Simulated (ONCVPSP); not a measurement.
# Ba: variants of one ONCV potential

Base potential:

ONCVPSP 4.0.1 input, shortened (lines: element, Z, core and valence counts, functional; n l f; lmax; l rc ep ncon nbas qcut; lloc lpopt rc5 dvloc0; l nproj debl; icmod fcfact rcfact), PBE, scalar-relativistic:

```
  Ba 56.00    9    3        4      upf
    1    0    2.00
    2    0    2.00
    2    1    6.00
    3    0    2.00
    3    1    6.00
    3    2   10.00
    4    0    2.00
    4    1    6.00
    4    2   10.00
    5    0    2.00
    5    1    6.00
    6    0    2.00
    2
    0    2.85    0.00    3    7    5.00
    1    1.80    0.00    4    7    5.40
    2    2.60    0.39    5   10    4.30
    4    5    1.45    2.00
    0    3    1.40
    1    2    1.10
    2    2    1.30
    0    0.00    0.00
```

In the d channel the program set the typed energies aside and used 0.050, 1.350 Ha.

All-electron outer shells of the reference configuration (PBE, scalar-relativistic, ld1.x):

```json
{"shell": "5s", "level (eV)": "-33.67", "outermost node (bohr)": "0.80", "outermost maximum (bohr)": "1.47"}
{"shell": "5p", "level (eV)": "-18.74", "outermost node (bohr)": "0.86", "outermost maximum (bohr)": "1.67"}
{"shell": "6s", "level (eV)": "-3.23", "outermost node (bohr)": "1.97", "outermost maximum (bohr)": "4.16"}
```

Cutoffs, loose and tight: the cutoffs (Ha) at which the residual kinetic energy of the hardest occupied pseudo-wave falls to 1 and 0.1 mHa per electron. They do not see the model core or the augmentation charge, which bear on the density cutoff. Test errors are all-electron minus pseudo excitation energies from the reference, over the configurations 5s2 5p6 6s1; 5s2 5p6 6s0; 5s2 5p6 6s1.5; 5s2 5p6 6s0 6p2. A dash means not determined; rows that change the core or the reference have their own tests.

```tsv
change	outcome	cutoff, loose	cutoff, tight	bound ghosts	GHOST(+) flags above zero	largest test error (meV)
base	generated, projector energies reset by the program	13 Ha	20 Ha	none	s	-1.9
s: rc 2	generated, projector energies reset by the program	13 Ha	20 Ha	none	s	-0.9
s: rc 2.18	generated, projector energies reset by the program	13 Ha	20 Ha	none	s	-1.1
s: rc 2.54	generated, projector energies reset by the program	13 Ha	20 Ha	none	s	-1.4
s: rc 2.7	generated, projector energies reset by the program	13 Ha	20 Ha	none	s	-1.6
s: rc 2.92	generated, projector energies reset by the program	13 Ha	20 Ha	none	s	-2.1
s: rc 3.18	generated, projector energies reset by the program	13 Ha	20 Ha	none	s	-2.8
s: rc 3.38	generated, projector energies reset by the program	13 Ha	20 Ha	none	s	-3.0
s: rc 3.64	generated, projector energies reset by the program	13 Ha	20 Ha	none	s	-2.5
s: rc 3.98	generated, projector energies reset by the program	13 Ha	20 Ha	none	s	-3.4
s: rc 4.08	generated, projector energies reset by the program	13 Ha	20 Ha	none	s	-3.5
```

Reading the sweep of the s radius (base included, trends over the rows without a ghost): The loose cutoff stays near 13 Ha. The median size of the test errors (rows with all tests solved) stays near 0.6 meV.
